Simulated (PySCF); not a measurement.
Here is a job for PySCF.
```python
from pyscf import gto, scf, mcscf
import numpy

mol = gto.M(
    atom='''
C     0.00552219   -0.00298219    0.30912126
F    -0.02594688    1.77263011   -0.20234554
F     1.10173441   -0.61785050   -0.09436407
F    -1.08846015   -0.64547368   -0.05550460
''',
    basis='def2-svp',
    spin=1,
    verbose=3,
)

mf = scf.ROHF(mol)
mf.kernel()
mc = mcscf.CASSCF(mf, 5, 3)
mc.fix_spin_(ss=0.75)
mc.kernel()
occ = numpy.linalg.eigvalsh(mc.fcisolver.make_rdm1(mc.ci, mc.ncas, mc.nelecas))[::-1]
ss = mc.fcisolver.spin_square(mc.ci, mc.ncas, mc.nelecas)[0]
print('natural occupations', occ.round(4), ' <S^2>', round(ss, 4))
```

Task: What does this run give for the number of basis functions, nuclear repulsion energy, natural occupations of the active orbitals, SCF-reference Mulliken (on the basis functions themselves) charges in atom order?

Result: 
```
Item                                                                                                              Value
--------------------------------------------------------------------------------  -------------------------------------
number of basis functions                                                                                            56
nuclear repulsion energy                                                                                    110.7297 Eh
natural occupations of the active orbitals                                                 1.89, 1.00, 0.10, 0.00, 0.00
SCF-reference Mulliken (on the basis functions themselves) charges in atom order  C1 0.87, F2 -0.45, F3 -0.21, F4 -0.21
```

These values belong to the state on which the SCF converged, which isn't shown to be the lowest.
